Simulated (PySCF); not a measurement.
# Computed structure and properties of [Tm(SH)3]−

System: [Tm(SH)3]− (singlet in the valence; each metal's 4f electrons, 13 of them, lie in its core potential, out of spins and levels); start: displaced along the imaginary mode (C3). Method: PySCF 2.14.0, RKS PBE0, Tm lcecp-0-SVP with ECP59, S def2-SVP, H def2-SVP; non-relativistic Hamiltonian with scalar-relativistic core potentials where named; density fitting; no spin-orbit coupling.

Input of the relaxation:

```python
mol = gto.M(atom='''
Tm     0.00000     0.00000    -0.03339
S      2.80570     0.00797     0.01565
H      2.84588    -0.25002     1.36929
S     -1.40976     2.42582     0.01565
H     -1.20642     2.58962     1.36929
S     -1.39595    -2.43380     0.01565
H     -1.63946    -2.33960     1.36929''',
    basis={'Tm': 'lcecp-0-SVP', 'S': 'def2-SVP', 'H': 'def2-SVP'},
    ecp={'Tm': 'lcecp-0-SVP'},
    charge=-1, spin=0)
mf = dft.RKS(mol, xc='PBE0')
mf.grids.atom_grid = (50, 194)  # f atoms: unpruned, at least (60, 302)
mf = mf.density_fit()  # fitting sets: Tm AutoAux, S def2-universal-JKFIT, H def2-universal-JKFIT
mf.conv_tol = 1e-08; mf.max_cycle = 55
mf.kernel(dm0)  # dm0: converged density of the start geometry
# quasi-Newton relaxation in Cartesian coordinates to a largest gradient under 0.00045 Eh/bohr, steps kept in the point group
```

Run from Python with OMP_NUM_THREADS=2; the lines above give its settings. Where DIIS fails, smearing, a level shift and second-order steps follow.
It took 4.2 min on 2 threads of Arm Neoverse V1, on a shared host, from the converged density of the start.

Course of the relaxation:

```csv
step,energy above end (eV),largest force component within the symmetry (eV/Å)
0,0.2563,0.590
1,0.2274,0.122
2,0.2108,0.133
3,0.1979,0.355
4,0.1836,0.578
5,0.1491,0.222
6,0.1200,0.431
7,0.0911,0.184
23,0.0008,0.034
24,0.0003,0.029
25,0.0002,0.042
26,0.0004,0.071
27,0.0000,0.008
28,0.0000,0.002
```
(The steps between are left out.)

Relaxed geometry (C3h):

```xyz
7

Tm    0.0000    0.0000    0.5823
S     2.7367    0.5231    0.5836
H     3.0344   -0.7980    0.5961
S    -1.8213    2.1085    0.5836
H    -0.8261    3.0268    0.5961
S    -0.9154   -2.6316    0.5836
H    -2.2083   -2.2288    0.5961
```

```json
{"contact": "Tm1–S2 (SH)", "Å": "2.786"}
{"contact": "Tm1–S4 (SH)", "Å": "2.786"}
{"contact": "Tm1–S6 (SH)", "Å": "2.786"}
```

On the finer grid (75, 302):

```json
{
 "HOMO": "not given (4f levels lie in the core)",
 "LUMO": "not given (4f levels lie in the core)",
 "Dipole about the centre of mass": "0.01 D",
 "Set of Mulliken populations of Tm1 outside the core potential": "s 2.38, p 6.41, d 0.87, f 0.01",
 "D3(BJ) dispersion energy (not in the energies)": "-0.162 eV"
}
```

| atom | Mulliken (e) | Löwdin (e) | spin (e) |
| --- | --- | --- | --- |
| Tm1 | 0.34 | -0.23 | 0.00 |
| S2 | -0.50 | -0.23 | 0.00 |
| H3 | 0.05 | -0.02 | 0.00 |
| S4 | -0.50 | -0.23 | 0.00 |
| H5 | 0.05 | -0.02 | 0.00 |
| S6 | -0.50 | -0.23 | 0.00 |
| H7 | 0.05 | -0.02 | 0.00 |

The 4f levels lie in the core potential and are missing. Their spin isn't counted.

On the grid (50, 194), as all that follows. Harmonic modes: a minimum within the noise of the softest modes; lowest 47 cm⁻¹ (negative: unstable), highest 2687 cm⁻¹, zero-point energy 0.645 eV.

Taking off one SH (charge -1, singlet; the rest: singlet) in vacuum, both parts rigid, costs 3.91 eV; the small basis without counterpoise inflates it.

Rigid scan of SH along the line from its metal:

(distance to S2 (Å), energy (eV)): (2.49, 0.343), (2.59, 0.135), (2.69, 0.030), (2.79, 0.000), (2.89, 0.024), (2.99, 0.085), (3.19, 0.278), (3.49, 0.643), (3.89, 1.138), (4.39, 1.673)

One start shape was tried, so this needn't be the lowest isomer.

An lcecp potential fixes the number of 4f electrons, so in runs with it no electron can move into or out of that shell.
